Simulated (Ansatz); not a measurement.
Basis-set extrapolation for C$_{2}$H$_{7}$MgNS (`C[N](C)[Mg][SH]`) (PBE0-D4/def2-TZVP geometry, frozen core, Ansatz 0.2.0). Multiplicity 1, RHF reference. For Mg the program correlates outer-core shells too, which these sets cover unevenly, so the extrapolated numbers aren't a true limit.

```json
{"": "HF", "def2-TZVPP": "-731.506691", "def2-QZVPP": "-731.533885"}
{"": "MP2 correlation", "def2-TZVPP": "-0.945338", "def2-QZVPP": "-1.039418"}
{"": "CCSD(T) correlation", "def2-TZVPP": "-1.034114", "def2-QZVPP": "not run"}
```

Energies in hartree. Use E(X) = E(∞) + A·exp(−7.88·√X) for Hartree–Fock and E(X) = E(∞) + B·X^(−2.97) for correlation, with X = 3 and 4, and add CCSD(T) minus MP2 of the smaller set to the MP2 limit.

Problem. What is the CCSD(T) energy at the basis-set limit?

Solution. HF limit: -731.533885 + (-0.027194) × 0.13774 = -731.53763. MP2 limit: -1.039418 + (-0.094080) × 0.74074 = -1.10911. Higher-order term: -1.034114 − (-0.945338) = -0.08878. Total: -732.73552 hartree, 511.2 kJ/mol below CCSD(T)/def2-TZVPP.
